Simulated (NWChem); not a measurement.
System: C$_{2}$H$_{6}$GeO, singlet; SMILES C[O][Ge][CH3]

```xyz
10

Ge     0.4386    -0.6719    -0.0001
C     -1.5853    -0.8458     0.0000
H     -1.8457    -1.9103    -0.0059
H     -2.0366    -0.3758    -0.8833
H     -2.0331    -0.3871     0.8911
O      0.6432     1.1264     0.0004
C     -0.3336     2.1513    -0.0002
H     -1.3610     1.7677     0.0103
H     -0.1894     2.7881     0.8822
H     -0.2030     2.7753    -0.8939
```
Atoms are numbered in this order, from 1.

Program: NWChem. Low-valent species are run as closed-shell singlets; no triplet was tried in these runs. All runs use the structure optimised with B3LYP/6-31G* (spherical d).

Task: Taking PBE/def2-TZVPP as the yardstick, which of these has the fewest basis functions while keeping “dipole (D)” within 0.05 D of it: PBE/def2-SVPD; PBE/def2-TZVP; PBE/def2-SVP?

Result: PBE/def2-TZVP.
```
level           basis functions  dipole (D)  relative time (rough)
--------------  ---------------  ----------  ---------------------
PBE/def2-SVP                104        1.72                      1
PBE/def2-SVPD               149        1.64                      3
PBE/def2-TZVP               177        1.51                      3
PBE/def2-TZVPP              225        1.51                      5
```

The yardstick is one finite set, not the basis-set limit.
